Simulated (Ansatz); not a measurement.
Two isomers of C2H6FNSi: A = `C=C(F)[SiH2]N`, B = `C[SiH](F)C=N`.

Calculated with Ansatz (gas phase, PBE0-D4/def2-TZVP geometries, no zero-point term in ΔE). CCSD(T)/CBS adds triple-zeta CCSD(T) − MP2 to the extrapolated MP2 energy (def2 sets, frozen cores). Functionals use def2-TZVPP. B3LYP here is the variant with VWN-RPA as its local correlation; programs differ in this. One conformer a species, not always the lowest.

A:

Z-matrix (Å, degrees):
```
Si
N 1 1.711
C 1 1.882 2 115.4
H 1 1.484 2 106.6 3 -120.2
H 1 1.485 2 110.3 3 118.1
H 2 1.007 1 121.1 3 -61.0
H 2 1.007 1 119.9 3 85.5
F 3 1.357 1 114.7 2 -59.3
C 3 1.324 1 126.6 2 120.6
H 9 1.082 3 119.3 1 -0.1
H 9 1.085 3 122.0 1 179.6
```

B:

Z-matrix (Å, degrees):
```
C
Si 1 1.853
H 1 1.092 2 111.0
H 1 1.094 2 110.2 3 -119.8
H 1 1.092 2 110.9 3 120.8
F 2 1.606 1 109.7 3 -59.0
C 2 1.884 1 112.4 3 57.2
H 2 1.486 1 111.5 3 -178.1
N 7 1.270 2 124.6 1 -118.2
H 7 1.098 2 119.5 1 61.2
H 9 1.024 7 110.9 2 -0.7
```

Q: Which isomer does CCSD(T)/CBS put lower? Give the gap. (An estimate is asked.)

A: The calculation gave: B, by 34.1 kcal/mol.

Q: Give E(B) − E(A) in kcal/mol with r2SCAN-D4, PBE0-D4, B3LYP, B3LYP-D4, CCSD(T)/def2-TZVPP, ωB97M-V, B2PLYP. (Estimate.)

A: Computed: r2SCAN-D4 -32.9, PBE0-D4 -32.1, B3LYP -32.4, B3LYP-D4 -32.4, CCSD(T)/def2-TZVPP -34.4, ωB97M-V -32.8, B2PLYP -33.6. None reverses the order clearly.

Largest T1 diagnostic: 0.012.

In def2-TZVPP, CCSD(T) changes the Hartree–Fock value by −1.2 kcal/mol (the triples alone add +0.0 kcal/mol) and MP2 by −1.8 kcal/mol.
